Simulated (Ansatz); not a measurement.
Ansatz (a quantum-chemistry and plane-wave program) input (CCSD(T)/aug-cc-pV(T+d)Z):
A basis named .json is the Basis Set Exchange file of that set.

Ansatz 0.2 input:
```yaml
crystal:
  periodic: [false, false, false]
  atoms:
    - {symbol: N, position_ang: [-1.42088763, -0.94440523, -0.16861715]}
    - {symbol: Si, position_ang: [0.05666969, -0.03832571, 0.14132314]}
    - {symbol: O, position_ang: [0.49483363, 0.00101222, 1.63280172]}
    - {symbol: O, position_ang: [-0.12244984, 1.54734721, -0.49324270]}
    - {symbol: O, position_ang: [1.05665557, -0.71173795, -1.04751109]}
    - {symbol: H, position_ang: [-1.85006364, -0.78365307, -1.07086802]}
    - {symbol: H, position_ang: [-2.11473078, -0.81865914, 0.55545737]}
    - {symbol: H, position_ang: [-0.04869833, 2.13100823, 0.26791103]}
    - {symbol: H, position_ang: [1.73401561, -0.07427128, -1.28708785]}
basis:
  gaussian:
    orbitals: aug-cc-pV_T+d_Z.json
total_charge: -1
magnetization: {spin_polarized: false}
correlation: {method: ccsd_t, electrons: outside_noble_gas}
```

Output:

```
Functional definition: HF
integrals: 3.69 GiB planned
1940 factors; integrals over basis functions are off by at most 8.7e-4 eV
2.24 GiB of device memory are held for the factors and their scratch space
mean field: 2.08 GiB planned
mean field evaluation 1: about -15523.0328 eV, gradient 4.9e1 eV
mean field evaluation 2: about -15523.2147 eV, gradient 5.0e1 eV
mean field evaluation 4: about -15527.8853 eV, gradient 4.8e0 eV
mean field evaluation 8: about -15527.9601 eV, gradient 5.0e-1 eV
mean field evaluation 16: about -15523.0329 eV, gradient 4.9e1 eV
mean field -15527.96095893 eV, -570.6420400109 hartree, gradient 2.4e-6 eV, S^2 0.000000; 0 other end points of the search recorded, 0 dependent functions left out
9 core orbitals not correlated
reference -15527.96095893 eV, -570.6420400109 hartree; 16, 16 occupied and 306, 306 virtual orbitals, 1940 factors
second order -30.00514352 eV of doubles, -0.00000000 eV of singles
coupled cluster: 20.94 GiB planned
cycle   1  -29.33556770 eV  change    6.7e-1 eV  update   1.3e-1
cycle   2  -29.98628364 eV  change   -6.5e-1 eV  update   3.9e-2
cycle   3  -30.15754432 eV  change   -1.7e-1 eV  update   2.0e-2
cycle   4  -30.14826607 eV  change    9.3e-3 eV  update   5.7e-3
cycle   5  -30.13941502 eV  change    8.9e-3 eV  update   2.8e-3
cycle   6  -30.14018244 eV  change   -7.7e-4 eV  update   1.1e-3
cycle   7  -30.14065027 eV  change   -4.7e-4 eV  update   5.0e-4
cycle   8  -30.14038356 eV  change    2.7e-4 eV  update   2.3e-4
cycle   9  -30.14024171 eV  change    1.4e-4 eV  update   8.8e-5
cycle  10  -30.14033738 eV  change   -9.6e-5 eV  update   4.4e-5
cycle  11  -30.14030704 eV  change    3.0e-5 eV  update   2.0e-5
cycle  12  -30.14028462 eV  change    2.2e-5 eV  update   9.2e-6
perturbative correction -1.23454039 eV, -0.0453685224 hartree
Total energy: -15559.33578394 eV, -571.7950435631 hartree
```

It need not be the lowest isomer of its formula. Whether it binds its extra electron was not tested at this geometry.
